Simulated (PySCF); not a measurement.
Si(NH2)4 (H8N4Si), SMILES N[Si](N)(N)N. Atoms are numbered in the order given.

```xyz
13

N      1.3402    -0.1934     1.0847
Si     0.0000     0.0000     0.0000
N      0.1934     1.3402    -1.0847
N     -1.3402     0.1934     1.0847
N     -0.1934    -1.3402    -1.0847
H      2.2837    -0.1884     0.7095
H      1.2634    -0.8559     1.8510
H      0.1884     2.2837    -0.7095
H      0.8559     1.2634    -1.8510
H     -2.2837     0.1884     0.7095
H     -1.2634     0.8559     1.8510
H     -0.8559    -1.2634    -1.8510
H     -0.1884    -2.2837    -0.7095
```

The structure is a stationary point at B3LYP-D3(BJ)/def2-SVP. Other conformers were not sampled.

Two levels are set side by side: PBE/pcSseg-1 (PySCF) and KT2/pcSseg-1 (PySCF). GIAO shifts against NH3 (¹⁵N), TMS (²⁹Si), TMS (¹H) at the same level; non-relativistic, no solvent, atoms listed together averaged. Differences are taken from unrounded values.

| quantity | KT2 |
|---|---|
| δ(¹⁵N) of N1, N3, N4, N5 (ppm) | 29.7 |
| δ(²⁹Si) of Si2 (ppm) | -34.3 |

Problem. What does PBE give, and how far is it from KT2? (The exact figures need the calculation; the answer reports its results.)

Solution. 
```
quantity                          PBE  PBE minus KT2
------------------------------  -----  -------------
δ(¹⁵N) of N1, N3, N4, N5 (ppm)   32.1            2.5
δ(²⁹Si) of Si2 (ppm)            -36.4           -2.1
```

Rough cost on one machine, each run with all the roots and properties that it gave: KT2 against PBE within a factor of 2.
